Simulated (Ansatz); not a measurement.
Calculated with Ansatz (gas phase, PBE0-D4/def2-TZVP geometries, no zero-point term in ΔE). CCSD(T)/CBS is the MP2 limit (def2-TZVPP, def2-QZVPP) plus CCSD(T) − MP2 in def2-TZVPP, frozen cores. This one scheme is used for every species. DFT in def2-TZVPP. Open shells (•) are unrestricted, without spin–orbit coupling. Elements past krypton have def2 core potentials. For In outer-core shells are correlated without core-valence functions, which leaves a few kJ/mol of doubt a bond. One conformer a species, not always the lowest.

Reaction (homolysis of the In–O bond): `C[CH2][In]([OH])[Cl]` → `C[CH2][In][Cl]`• + `[OH]`•

| species | ωB97M-V energy (Eh) |
| --- | --- |
| `C[CH2][In]([OH])[Cl]` | -805.38602 |
| `C[CH2][In][Cl]`• | -729.50428 |
| `[OH]`• | -75.74185 |

Problem. Work out ΔE.

Solution. ΔE = (-729.50428) + (-75.74185) − (-805.38602) = 0.13989 Eh = +367.3 kJ/mol. CCSD(T)/CBS gives +380.2 kJ/mol.

Largest T1 diagnostic among the species: 0.016.

From PBE to PBE0 (25 % exact exchange), in def2-TZVPP and without D4, ΔE moves by −11.2 kJ/mol: exact exchange takes away binding that semilocal exchange gives to molecules. The D4 term adds +3.5 kJ/mol with B3LYP and +2.2 kJ/mol with PBE0; it sums over pairs of atoms, weighted by their polarisabilities, and B3LYP, whose exchange is more repulsive, gets the larger term.

B3LYP here is the variant with VWN-RPA as its local correlation; programs differ in this.
